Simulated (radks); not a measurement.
Values are calculated unless marked as measured or tabulated.
All-electron atom: Sb III in [Kr] 4d10 5s2 5p1. Code: a radial shooting solver on a logarithmic mesh with Libxc functionals. Model: Dirac Kohn-Sham, PBE, spin-unpolarised, spherical densities, point nucleus; open shells are shared between the two j in proportion to 2j + 1. Some entries of the table are withheld. Estimate them.

orbital      occ.  eigenvalue (hartree)  <1/r> (bohr^-1)
1s1/2           2             -1113.644            54.33
2s1/2           2                   (1)            12.63
2p1/2           2                   (2)            12.61
2p3/2           4                   (3)            11.70
3s1/2           2                   (4)            4.477
3p1/2           2             -29.41370            4.385
3p3/2           4             -27.70603            4.164
3d3/2           4             -19.83035            4.012
3d5/2           6             -19.47547            3.955
4s1/2           2              -6.14282            1.770
4p1/2           2              -4.63409              (5)
4p3/2           4              -4.31834              (6)
4d3/2           4              -1.93237            1.309
4d5/2           6              -1.88642            1.291
5s1/2           2                   (7)           0.6209
5p1/2    0.333333              -0.76010           0.5250
5p3/2    0.666667              -0.72793           0.5056
6s1/2           0              -0.36062           0.2719

Answer. 
(1) 2s1/2 eigenvalue (hartree): -169.9885
(2) 2p1/2 eigenvalue (hartree): -159.0697
(3) 2p3/2 eigenvalue (hartree): -149.8154
(4) 3s1/2 eigenvalue (hartree): -33.87558
(5) 4p1/2 <1/r> (bohr^-1): 1.655
(6) 4p3/2 <1/r> (bohr^-1): 1.584
(7) 5s1/2 eigenvalue (hartree): -1.08065
